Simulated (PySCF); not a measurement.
Species: C₃H₈NOSi (doublet state).
Atom-mapped SMILES: `[CH2:1]=[CH:2][CH2:3][O:4][SiH:5][NH2:6]` (hydrogens: H7, H8 on C1; H9 on C2; H10, H11 on C3; H12 on Si5; H13, H14 on N6)

Structure used (GFN2-xTB), in Å, numbered top down from 1:
```
atom  x, y, z in Å
C1    -2.401   -0.476   -0.222
C2    -1.609    0.184   -1.044
C3    -0.327    0.844   -0.640
O4    -0.068    0.689    0.731
Si5    1.348    0.860    1.499
N6     2.563   -0.080    0.686
H7    -3.316   -0.936   -0.555
H8    -2.156   -0.571    0.822
H9    -1.844    0.290   -2.096
H10   -0.383    1.917   -0.876
H11    0.499    0.424   -1.230
H12    1.871    2.224    1.466
H13    2.323   -1.011    0.381
H14    3.499   -0.078    1.056
```

The hyperfine couplings belong to this conformer and change with its torsions.

Level of theory: UKS B3LYP, pcH-1 on C H N O Si, non-relativistic, mean-field spin-orbit, GIAO in PySCF 2.14.0. The structure is a single GFN2-xTB conformer in the gas phase; no vibrational or solvent corrections. The geometry wasn't refined by DFT: couplings that depend on bond lengths, twists or pyramidal angles can differ widely from those at the functional's own minimum, by a factor of two or more for some ions and for spin on atoms past the first row. The SCF solution wasn't tested for stability.

Principal values of hyperfine tensors in MHz (contact, dipolar and spin–orbit terms together), for some of the nuclei:

| atom | isotope | A1 | A2 | A3 |
| --- | --- | --- | --- | --- |
| H12 | 1H | 179.03 | 184.85 | 192.73 |
| O4 | 17O | -105.50 | -95.56 | -93.83 |
| C3 | 13C | 18.86 | 19.05 | 27.52 |
| H14 | 1H | -22.19 | -14.27 | 3.04 |
| H13 | 1H | -22.65 | -14.55 | 4.05 |
| N6 | 14N | -2.85 | -2.69 | 24.42 |
| H9 | 1H | 1.48 | 1.58 | 3.25 |
| H11 | 1H | -4.38 | -2.22 | 0.95 |

Split each tensor into its isotropic and traceless parts, and turn a_iso into mT with g = 2.0020.

a_iso is a third of the trace, T = A − a_iso, and a(mT) = a(MHz)/(g × 13.996). The tensors hold a spin–orbit part: the run splits a_iso into a_FC + a_SO, and T includes its anisotropic share.

```tsv
atom	a_iso (MHz)	a_FC	a_SO	a_iso (mT)	T1	T2	T3
H12	185.53	185.53	0.00	6.621	-6.51	-0.69	7.20
O4	-98.30	-98.27	-0.03	-3.508	-7.20	2.74	4.47
C3	21.81	21.82	0.00	0.778	-2.95	-2.76	5.71
H14	-11.14	-11.17	0.03	-0.398	-11.05	-3.13	14.18
H13	-11.05	-11.08	0.03	-0.394	-11.60	-3.50	15.10
N6	6.30	6.28	0.01	0.225	-9.15	-8.98	18.13
H9	2.10	2.10	0.00	0.075	-0.62	-0.52	1.14
H11	-1.88	-1.88	0.00	-0.067	-2.50	-0.33	2.83
```

What spin density at the nucleus of O4 lies behind its contact coupling (g_N = -0.75752)?

a_FC = (2μ0/3) gₑ μB g_N μN ρ(0)/(2S·h) = 800.24 MHz × g_N × ρ(0)/(2S), with ρ in bohr⁻³. With a_FC = -98.27 MHz and 2S = 1, ρ(0) = 0.1621 bohr⁻³. The nuclear moment is negative, so coupling and spin density have opposite signs.

Si5 (29Si, g_N = -1.11058) isn't in the table. Its spin density at the nucleus is 0.7772 bohr⁻³. What is its contact coupling?

By the same relation, a_FC = -690.7 MHz. The spin–orbit term adds +0.88 MHz. Its full tensor has the principal values -824.50, -623.81, -621.28 MHz.

Which nucleus of the table has the largest anisotropic coupling, and what is its form?

N6: -9.1, -9.0, 18.1 MHz, axial, in the ratio −1:−1:+2.

What first-order splitting does O4 cause when the field lies along A1, A2 or A3 of its tensor (g taken as isotropic, no quadrupole term)?

6 lines (I = 5/2), spaced by |A_i|/(g × 13.996): 3.77, 3.41, 3.35 mT along the axes of A1, A2 and A3.

The run took 57 s wall (with the writing of density and orbital grids) on Arm Neoverse V2, one thread, shared host, and the process peaked at 0.85 GiB of memory.
